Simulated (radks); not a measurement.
The antimony anion Sb3-, 54 electrons, occupied as [Xe]. All-electron calculation, scalar-relativistic Kohn-Sham, r2SCAN, spin-polarised, spherical densities, finite nucleus; meta-GGA in the generalised Kohn-Sham scheme; Fermi nuclear charge, rms radius 4.6802 fm; Watson sphere of charge +3 and radius 3.28 bohr. Program: a radial shooting solver on a logarithmic mesh with Libxc functionals.

Unscreened Slater integrals over Kohn-Sham orbitals (cm^-1). They are taken over the spin-up orbitals.

F0(5p,5p): 65021
F2(5p,5p): 34623
F0(5p,5s): 72061
G1(5p,5s): 45845
F0(5p,4d): 82877
F2(5p,4d): 18724
G1(5p,4d): 5874.9
G3(5p,4d): 5059.2
F0(5s,5s): 82933
F0(5s,4d): 103530
G2(5s,4d): 12124
F0(4d,4d): 191990
F2(4d,4d): 96399
F4(4d,4d): 63551
